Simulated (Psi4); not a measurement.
C4H6F2 (SMILES C=CC(C)(F)F), singlet, at a GFN2-xTB geometry; MP2/6-31G in Psi4.

Psi4 was given this input:
```
memory 2 GB

molecule mol {
0 1
C     2.106173   -0.207373   -0.268284
C     1.050307   -0.256203    0.519689
C    -0.348620    0.055072    0.064297
C    -1.217297   -1.186572   -0.080108
F    -0.936479    0.913902    0.958410
F    -0.340894    0.742000   -1.116197
H     2.023867    0.081099   -1.302896
H     3.090128   -0.448578    0.093577
H     1.111924   -0.529329    1.562756
H    -2.215402   -0.890580   -0.395002
H    -1.277020   -1.701183    0.874376
H    -0.780524   -1.844095   -0.826285
}

set {
  basis 6-31g
  reference rhf
  freeze_core true
}

energy('mp2')
print_variables()
```

The log (banner, timings and long lists left out):

```
    SCF Algorithm Type (re)set to DF.

   => Loading Basis Set <=

    Name: 6-31G
    Role: ORBITAL
    Keyword: BASIS

         ---------------------------------------------------------
                                   SCF
               by Justin Turney, Rob Parrish, Andy Simmonett
                          and Daniel G. A. Smith
                              RHF Reference
         ---------------------------------------------------------

  ==> Geometry <==

    Molecular point group: c1
    Full point group: C1

    Geometry (in Angstrom), charge = 0, multiplicity = 1:

       Center              X                  Y                   Z               Mass
    ------------   -----------------  -----------------  -----------------  -----------------
         C            2.141080703554    -0.282817416583    -0.266502282479    12.000000000000
         C            1.085214703554    -0.331647416583     0.521470717521    12.000000000000
         C           -0.313712296446    -0.020372416583     0.066078717521    12.000000000000
         C           -1.182389296446    -1.262016416583    -0.078326282479    12.000000000000
         F           -0.901571296446     0.838457583417     0.960191717521    18.998403162730
         F           -0.305986296446     0.666555583417    -1.114415282479    18.998403162730
         H            2.058774703554     0.005654583417    -1.301114282479     1.007825032230
         H            3.125035703554    -0.524022416583     0.095358717521     1.007825032230
         H            1.146831703554    -0.604773416583     1.564537717521     1.007825032230
         H           -2.180494296446    -0.966024416583    -0.393220282479     1.007825032230
         H           -1.242112296446    -1.776627416583     0.876157717521     1.007825032230
         H           -0.745616296446    -1.919539416583    -0.824503282479     1.007825032230

  Running in c1 symmetry.

  Rotational constants: A =      0.16730  B =      0.09442  C =      0.09382 [cm^-1]
  Rotational constants: A =   5015.46328  B =   2830.77466  C =   2812.52975 [MHz]
  Nuclear repulsion =  249.223534036289777

  Charge       = 0
  Multiplicity = 1
  Electrons    = 48
  Nalpha       = 24
  Nbeta        = 24

  ==> Algorithm <==

  SCF Algorithm Type is DF.
  DIIS enabled.
  MOM disabled.
  Fractional occupation disabled.
  Guess Type is SAD.
  Energy threshold   = 1.00e-08
  Density threshold  = 1.00e-08
  Integral threshold = 1.00e-12

  ==> Primary Basis <==

[...]
  @DF-RHF Final Energy:  -353.71200334126758
    Total Energy =                       -353.7120033412675753
[...]

  //>>>>>>>>>>>>>>>>>>>>>>>>>>>>>>>>>>>//
  //               DFMP2               //
  //<<<<<<<<<<<<<<<<<<<<<<<<<<<<<<<<<<<//

   => Loading Basis Set <=

    Name: (6-31G AUX)
    Role: RIFIT
    Keyword: DF_BASIS_MP2

	 --------------------------------------------------------
	                          DF-MP2
	      2nd-Order Density-Fitted Moller-Plesset Theory

	        Rob Parrish, Justin Turney, Andy Simmonett,
	           Ed Hohenstein, and C. David Sherrill
	 --------------------------------------------------------

   => Auxiliary Basis Set <=

  Basis Set: (6-31G AUX)
    Blend: CC-PVDZ-RI
    Number of shells: 144
    Number of basis functions: 420
    Number of Cartesian functions: 486
    Spherical Harmonics?: true
    Max angular momentum: 3

	 --------------------------------------------------------
	                 NBF =    66, NAUX =   420
	 --------------------------------------------------------
	   CLASS    FOCC     OCC    AOCC    AVIR     VIR    FVIR
	   PAIRS       6      24      18      42      42       0
	 --------------------------------------------------------

	-----------------------------------------------------------
	 ==================> DF-MP2 Energies <====================
	-----------------------------------------------------------
	 Reference Energy          =    -353.7120033412675753 [Eh]
	 Singles Energy            =      -0.0000000000000000 [Eh]
	 Same-Spin Energy          =      -0.1437932862299648 [Eh]
	 Opposite-Spin Energy      =      -0.4492518232832277 [Eh]
	 Correlation Energy        =      -0.5930451095131924 [Eh]
	 Total Energy              =    -354.3050484507807596 [Eh]
	-----------------------------------------------------------
	 ================> DF-SCS-MP2 Energies <==================
	-----------------------------------------------------------
	 SCS Same-Spin Scale       =       0.3333333333333333 [-]
	 SCS Opposite-Spin Scale   =       1.2000000000000000 [-]
	 SCS Same-Spin Energy      =      -0.0479310954099883 [Eh]
	 SCS Opposite-Spin Energy  =      -0.5391021879398732 [Eh]
	 SCS Correlation Energy    =      -0.5870332833498615 [Eh]
	 SCS Total Energy          =    -354.2990366246174290 [Eh]
	-----------------------------------------------------------

  Variable Map:
  ----------------------------------------------------------------------------
[...]
  Array Variable Map:
  ----------------------------------------------------------------------------
[...]
[...]
```
